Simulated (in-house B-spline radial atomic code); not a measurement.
# Neutral nickel: [Ar] 3d8 4s2

Computed with a B-spline radial code for spherical atoms: Dirac-Kohn-Sham PW91, spherical fractional occupations, Fermi nucleus of rms radius 3.7757 fm.

Screening seen three ways: the hydrogenic charge with the same mean radius, Z_r = [3n² - l(l+1)]/(2<r>), the one with the same energy, Z_e = n√(-2ε), and Slater's rules. Values are occupation-weighted means over j.

| shell | electrons | ε (eV) | <r> (bohr) | Z_r | Z_e | Slater |
| --- | --- | --- | --- | --- | --- | --- |
| 1s | 2 | -8211.9 | 0.05409 | 27.73 | 24.57 | 27.70 |
| 2s | 2 | -981.73 | 0.2447 | 24.52 | 16.99 | 23.85 |
| 2p | 6 | -844.85 | 0.2152 | 23.23 | 15.76 | 23.85 |
| 3s | 2 | -111.03 | 0.7399 | 18.25 | 8.57 | 16.75 |
| 3p | 6 | -71.432 | 0.7783 | 16.06 | 6.87 | 16.75 |
| 3d | 8 | -8.9543 | 1.011 | 10.39 | 2.43 | 7.55 |
| 4s | 2 | -5.7043 | 2.801 | 8.57 | 2.59 | 4.05 |

The least bound orbital is 4s1/2 at -5.704 eV, and it is also the most diffuse (<r> = 2.801 bohr). The part-filled 3d shell lies below the filled 4s shell in orbital energy.

Spin-orbit splittings of the orbital energies (j = l + 1/2 above j = l - 1/2 when positive): 2p 17.5 eV, 3p 2.213 eV, 3d 0.2397 eV.

For the 1s electron the small component carries 1.02 % of the norm, the zero-frequency Breit interaction raises the level by 10.59 eV, self-energy by 5.322 eV, and vacuum polarisation lowers it by 0.4734 eV.
